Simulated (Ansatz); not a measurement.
BGaGeH4Si: where a starting geometry ends

The starting geometry of this gas-phase singlet was optimised with GFN2-xTB.

```yaml
atoms:
  - { symbol: B, position_ang: [-2.3439, 0.1236, -0.2221] }
  - { symbol: Ga, position_ang: [1.1141, 0.2187, 0.7808] }
  - { symbol: Ge, position_ang: [-1.2706, -0.5344, 1.2873] }
  - { symbol: Si, position_ang: [-0.6916, 0.7481, -0.8604] }
  - { symbol: H, position_ang: [-3.4546, 0.0984, -0.5640] }
  - { symbol: H, position_ang: [-0.1297, 1.5125, -2.0049] }
  - { symbol: H, position_ang: [2.1708, -0.9778, 0.6639] }
  - { symbol: H, position_ang: [1.8048, 1.3547, 1.6748] }
```

Question: Where would you expect an optimisation with PBE-D3(BJ)/def2-SVP to take it?

Answer: It keeps its bonds.

The energy falls by 0.31 eV over 9 steps:

```csv
step,E − E(last) (eV)
1,0.309
2,0.055
3,0.017
4,0.009
5,0.002
6,0.001
7,0.000
8,0.000
9,0.000
```

Final geometry (Å):

```yaml
atoms:
  - { symbol: B, position_ang: [-2.4107, 0.1391, -0.2799] }
  - { symbol: Ga, position_ang: [1.2131, 0.1919, 0.8897] }
  - { symbol: Ge, position_ang: [-1.1953, -0.4217, 1.2402] }
  - { symbol: Si, position_ang: [-0.7110, 0.7182, -0.8143] }
  - { symbol: H, position_ang: [-3.5878, 0.0523, -0.5233] }
  - { symbol: H, position_ang: [0.0622, 1.4139, -1.9008] }
  - { symbol: H, position_ang: [2.1362, -1.0035, 0.4420] }
  - { symbol: H, position_ang: [1.6926, 1.4537, 1.7017] }
```

No frequencies were run, so the end isn't proven a minimum. Run with Ansatz 0.2.0, 9.9 s on 2 threads of Intel(R) Xeon(R) 6975P-C (Granite Rapids) (shared host).
